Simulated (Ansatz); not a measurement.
Start from `O/C(F)=N/[SiH3]` and change one atom or group to get `FC(F)=N[SiH3]`.

Ansatz, PBE0-D4/def2-TZVP geometries, multiplicity 1. Each molecule was computed in one conformer, which needn't be the lowest.

```json
{"property": "ideal-gas entropy at 298 K and 1 bar (rigid rotor, harmonic PBE0-D4/def2-TZVP) / J/(mol·K)", "`O/C(F)=N/[SiH3]`": "331"}
{"property": "HOMO energy (PBE0/def2-TZVPP) / eV", "`O/C(F)=N/[SiH3]`": "-8.24"}
{"property": "size of the dipole moment (ωB97M-V/def2-TZVPP) / D", "`O/C(F)=N/[SiH3]`": "1.28"}
{"property": "HOMO–LUMO gap (ωB97M-V/def2-TZVPP) / eV", "`O/C(F)=N/[SiH3]`": "12.49"}
{"property": "LUMO energy (B3LYP/def2-TZVPP) / eV", "`O/C(F)=N/[SiH3]`": "-0.08"}
{"property": "HOMO energy (PBE/def2-TZVPP) / eV", "`O/C(F)=N/[SiH3]`": "-6.75"}
```

**Question.** Give the same properties after the change, and the shifts. (Best estimate.)

**Answer.** Ansatz gave: 
```
                                                                                  property  `FC(F)=N[SiH3]`  shift
ideal-gas entropy at 298 K and 1 bar (rigid rotor, harmonic PBE0-D4/def2-TZVP) / J/(mol·K)              328     -3
                                                        HOMO energy (PBE0/def2-TZVPP) / eV            -8.65  -0.41
                                        size of the dipole moment (ωB97M-V/def2-TZVPP) / D             0.87  -0.41
                                                   HOMO–LUMO gap (ωB97M-V/def2-TZVPP) / eV            12.87   0.38
                                                       LUMO energy (B3LYP/def2-TZVPP) / eV            -0.59  -0.51
                                                         HOMO energy (PBE/def2-TZVPP) / eV            -7.13  -0.38
```

With PBE0 the HOMO falls by 0.41 eV and the LUMO falls by 0.50 eV, so the gap narrows by about 0.09 eV. PBE moves the HOMO by -0.38 eV and ωB97M-V by -0.41 eV. The zero-point energy changes by -33.9 kJ/mol with -3 modes. Dipoles are sizes alone; their direction can turn. Modes under 60 cm⁻¹, often nearly free rotors, make the harmonic entropy too high.

B3LYP here is the variant with VWN-RPA as its local correlation; programs differ in this.
